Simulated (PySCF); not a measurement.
PySCF 2.14 output of an unrestricted PBE0 calculation on a single atom or ion in aug-cc-pV5Z-PP with ECP10MDF (8s7p6d4f3g2h, 136 functions), with scalar relativity through the core potential:

```
SCF conv_tol = 1e-09
number electrons alpha = 13  beta = 10
    C. Adamo and V. Barone.,  J. Chem. Phys. 110, 6158 (1999)
    M. Ernzerhof and G. E. Scuseria.,  J. Chem. Phys. 110, 5029 (1999)
cycle= 1 E= -415.570166870032  delta_E= -0.00871  |g|= 0.0216  |ddm|= 0.777
cycle= 2 E= -415.570185102935  delta_E= -1.82e-05  |g|= 0.0165  |ddm|= 0.053
cycle= 3 E= -415.570207751673  delta_E= -2.26e-05  |g|= 0.000667  |ddm|= 0.02
cycle= 4 E= -415.570207802118  delta_E= -5.04e-08  |g|= 4.29e-05  |ddm|= 0.00111
cycle= 5 E= -415.570207802442  delta_E= -3.24e-10  |g|= 6.04e-06  |ddm|= 0.00011
converged SCF energy = -415.570207802442  <S^2> = 3.7504032  2S+1 = 4.0002016
```

The run itself started from symmetry-adapted Hartree-Fock orbitals and held the occupation by maximum overlap, on a logarithmic radial grid, so the iterations belong to that start.

Which element, charge and spin multiplicity is this?

Br²⁺ (bromine, charge +2), multiplicity 4; the state was [Ar] 3d10 4s2 4p3, high-spin 4S determinant.

Energies and moments cover only the electrons outside the core potential.
